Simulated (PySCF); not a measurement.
Harmonic spectrum computed at PBE0 in the def2-TZVP basis family (core potentials from Rb on, PySCF, no spin–orbit coupling):

| symmetry | ω (cm⁻¹) | IR (km/mol) |
| --- | --- | --- |
| a | 97 | 128 |
| a | 209 | 57.4 |
| a | 281 | 17.6 |
| a | 297 | 38.5 |
| a | 325 | 11.1 |
| a | 371 | 108 |
| a | 661 | 128 |
| a | 692 | 176 |
| a | 720 | 59.5 |
| a | 943 | 50.9 |
| a | 950 | 118 |
| a | 989 | 77.2 |
| a | 3828 | 44.2 |
| a | 3829 | 83.1 |
| a | 3876 | 85.5 |

Task: Which molecule gave it? In each, all ligands are bound to the one heavy central atom.
A. Si(OH)₃ (doublet)
B. P(OH)₃ (singlet)
C. S(OH)₃ (doublet)
D. Ga(OH)₃ (singlet)
E. As(OH)₃ (singlet)

Result: E. It has C1 symmetry with As–O 1.768 Å (×2), As–O 1.794 Å, O–H 0.961 Å, O–H 0.965 Å (×2).
